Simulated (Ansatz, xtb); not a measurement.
# C5H8OSi: which of two isomers lies lower

Structure X is `C#C[Si@@H]1CCCO1`, a singlet and structure Y is `C[SiH2]c1ccco1`, a singlet. Both are isolated molecules in the gas phase, relaxed with B3LYP-D3(BJ)/def2-SVP; the shapes shown needn't be the lowest conformers.

X (Å):

```xyz
15

C    -1.8448    0.6515    1.3590
C    -1.1642    0.7522    0.3541
C     0.9169   -0.6677   -1.4689
C     2.2340   -0.2251   -0.7920
C     2.4129    1.2798   -1.0578
O     1.1444    1.9256   -0.9550
Si   -0.1439    0.8664   -1.1688
H    -2.4435    0.5664    2.2477
H    -1.0224    1.2972   -2.2854
H     1.0584   -0.8107   -2.5543
H     0.5174   -1.6045   -1.0553
H     3.1077   -0.7952   -1.1479
H     2.1575   -0.3909    0.2960
H     2.8272    1.4465   -2.0709
H     3.1056    1.7412   -0.3356
```

Y (Å):

```tsv
atom	x (Å)	y (Å)	z (Å)
C	-1.7570	-0.0621	0.1972
C	1.1543	0.4163	-0.7057
C	1.9388	1.2694	-1.4455
C	3.0303	1.6723	-0.6094
C	2.8364	1.0375	0.5855
O	1.7160	0.2812	0.5432
Si	-0.4309	-0.5101	-1.0615
H	-2.0020	1.0102	0.1418
H	-2.6797	-0.6401	0.0286
H	-1.3966	-0.2778	1.2158
H	-0.1824	-1.9825	-1.0241
H	-0.8345	-0.1278	-2.4461
H	1.7531	1.5736	-2.4739
H	3.8477	2.3441	-0.8626
H	3.3895	1.0268	1.5216
```

Quicker runs give these differences E(Y) − E(X): GFN2-xTB −0.324 eV; HF/STO-3G −0.452 eV (at GFN2-xTB geometries); r2SCAN-D4/def2-SVP −0.465 eV (at GFN2-xTB geometries).

Estimate E(Y) − E(X) at the level CCSD(T)/def2-SVP + ΔMP2/def2-TZVPP.

Not settled: CCSD(T)/def2-SVP + ΔMP2/def2-TZVPP gives E(Y) − E(X) = +0.165 eV, but this leans on the basis-set step: CCSD(T) alone gives −0.112 eV.

How the difference moves with the method:

```
                             level               geometry  E(Y) − E(X) (eV)  departure from the last row (eV)  job, with rough time for the two
                          GFN2-xTB               GFN2-xTB              −0.324                            −0.489               optimisation, 0.1 s
                         HF/STO-3G               GFN2-xTB              −0.452                            −0.617               single point, 0.2 s
                r2SCAN-D4/def2-SVP               GFN2-xTB              −0.465                            −0.630               single point, 1.2 s
             B3LYP-D3(BJ)/def2-SVP  B3LYP-D3(BJ)/def2-SVP              −0.320                            −0.485                optimisation, 17 s
                       HF/def2-SVP  B3LYP-D3(BJ)/def2-SVP              +0.109                            −0.056           part of the CCSD(T) run
                      MP2/def2-SVP  B3LYP-D3(BJ)/def2-SVP              −0.121                            −0.285           part of the CCSD(T) run
                  CCSD(T)/def2-SVP  B3LYP-D3(BJ)/def2-SVP              −0.112                            −0.276                      single point
CCSD(T)/def2-SVP + ΔMP2/def2-TZVPP  B3LYP-D3(BJ)/def2-SVP              +0.165                                                  single point, 19 s
```

As drawn, Y has 3 C∷C, 2 C∷O, 1 Si–H in place of 1 C≡C, 2 C–C, 1 C–O, 1 O–Si, 1 C–H (∷ is an aromatic bond). Structure X has a 5-membered ring, Y a 5-membered ring (with an aromatic ring).

GFN2-xTB, HF/STO-3G, r2SCAN-D4/def2-SVP, B3LYP-D3(BJ)/def2-SVP, MP2/def2-SVP, CCSD(T)/def2-SVP put the two in the other order. The largest departure from CCSD(T)/def2-SVP + ΔMP2/def2-TZVPP is that of r2SCAN-D4/def2-SVP, 0.630 eV. The last row adds to CCSD(T) the change of the MP2 difference between the two basis sets, here +0.276 eV, a large step that makes the value less sure.

With thermal terms from frequencies at re-optimised GFN2-xTB minima (ideal gas, soft modes damped towards free rotors, one conformer each, 298.15 K, 1 atm): the zero-point term adds −0.088 eV; ΔH is +0.080 and ΔG +0.065 eV.

The correlated steps freeze 11 core orbitals. Mirror images aren't counted in ΔG. Codes used: Ansatz 0.2.0, xtb 6.7.1; the last row on 4 threads of AMD EPYC 9R45 96-Core Processor (Zen 5) on a shared host.
